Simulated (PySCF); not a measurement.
Method: B3LYP-D3(BJ)/def2-TZVP // B3LYP-D3(BJ)/def2-SVP (PySCF). Gas-phase values, no solvent. One relaxed conformer stands for a flexible species; it need not be the lowest. B3LYP has the VWN-RPA correlation part, as in Gaussian. 

Reference species (SMILES): `[Br][Sn]([Br])([Br])[Br]` (neutral, multiplicity 1).

The HOMO–LUMO gap is 4.55 eV and the HOMO is -8.64 eV.

Changed species: `C[CH2][Sn]([CH2]C)([Br])[Br]` (C–C–Sn–Br torsion 165°, Br–Sn–C–C torsion -58°) (2 of 4 Br replaced by C2H5; the reference has 0 of 4 Br replaced by C2H5).

Predict the effect on the HOMO–LUMO gap and HOMO.

the HOMO–LUMO gap increases by 1.26 eV, to 5.81 eV; the HOMO rises by 1.17 eV, to -7.47 eV.
